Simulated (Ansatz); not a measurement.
Species: C3H3N, SMILES `N=c1cc1` (charge 0, multiplicity 1).

Question: Give a relaxed geometry from Ansatz (a quantum-chemistry and plane-wave program) with B3LYP-D3(BJ)/def2-TZVP.

Answer: the end point of this relaxation (outside a Z-matrix the atoms follow the SMILES, hydrogens last).
Z-matrix (Å, degrees):
```
C
N 1 1.2625
H 2 1.0188 1 111.11
C 1 1.4242 2 148.23 3 179.96
C 4 1.3266 1 62.85 2 -180.00
H 4 1.0789 5 146.02 1 -180.00
H 5 1.0791 4 145.83 6 0.00
```
